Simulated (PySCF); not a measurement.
OTi, SMILES [O]=[Ti] (connectivity only; charge and spin as stated), neutral, multiplicity 3.

The structure is a stationary point at PBE0-D3(BJ)/def2-TZVPD. The spin state was assumed, not searched.

Calculation: r2SCAN/def2-TZVPD run with PySCF.

Gas-phase values at a fixed geometry.

| Quantity | Result |
|---|---|
| total energy | -924.64161 hartree |
| point group | C∞v |
| α spin, highest occupied and lowest empty level | -4.52 and -2.83 eV |
| β spin, highest occupied and lowest empty level | -7.84 and -2.37 eV |
| dipole moment | 3.38 D |
| mean static polarisability | 87.1 bohr³ (12.90 Å³) |
| polarisability, principal values | 75.9, 92.6, 92.6 bohr³ |
| ⟨S²⟩ | 2.019 (pure state 2.00) |
